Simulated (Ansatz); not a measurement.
Basis-set series for H$_{7}$NOSi$_{3}$ (`N[SiH]1[SiH2]O[SiH2]1`). Total charge 0; spin multiplicity 1. The geometry is a stationary point of PBE0-D4/def2-TZVP. It is one conformer, not always the lowest.

| functional | basis | functions | energy (Eh) | HOMO (eV) | LUMO (eV) |
| --- | --- | --- | --- | --- | --- |
| PBE0-D4 | def2-SVP | 117 | -1001.85930 | -6.49 | -0.55 |
| PBE0-D4 | def2-QZVPP | 534 | -1002.37621 | -6.57 | -0.98 |
| ωB97M-V | def2-SVP | 117 | -1002.24083 | -8.43 | 1.31 |
| ωB97M-V | def2-QZVPP | 534 | -1002.76032 | -8.54 | 0.53 |

(1) Give the rows for def2-TZVPP. (Estimate.)

Answers

(1) Ansatz gave: 
```
functional       basis  functions  energy (Eh)  HOMO (eV)  LUMO (eV)
   PBE0-D4  def2-TZVPP        286  -1002.33845      -6.54      -0.87
   ωB97M-V  def2-TZVPP        286  -1002.72505      -8.51       0.80
```

Positive LUMOs are unbound and depend on the basis.
